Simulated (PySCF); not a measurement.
**Polarisability and C₆ of Mo²⁺ (molybdenum, charge +2)**

[Kr] 4d3 5s1, high-spin 5F determinant (an excited configuration). Calculation: PySCF 2.14, in aug-cc-pwCVTZ-PP with ECP28MDF; scalar relativity through the core potential. Coupled (time-dependent) response in atomic units; α is the mean over directions.

```json
{"method": "PBE0", "mean α (bohr³)": "27.26", "C₆ (like pair)": "167.4", "S(−4)": "478.1"}
```

S(−4) is the Cauchy moment in α(ω) = α(0) + S(−4) ω² + …

Spin-orbit coupling is absent.

α(iu) at PBE0:

| u (hartree) | α(iu) (bohr³) |
| --- | --- |
| 0 | 27.26 |
| 0.0500 | 26.12 |
| 0.100 | 23.34 |
| 0.200 | 17.04 |
| 0.300 | 12.57 |
| 0.500 | 7.920 |
| 0.750 | 5.347 |
| 1.00 | 3.983 |
| 1.50 | 2.515 |
| 2.00 | 1.730 |
| 3.00 | 0.9459 |
| 5.00 | 0.3967 |

For an ion, C₆ is the dispersion term alone; charge-induced terms of lower order in 1/R come first.

Energies and moments cover only the electrons outside the core potential.
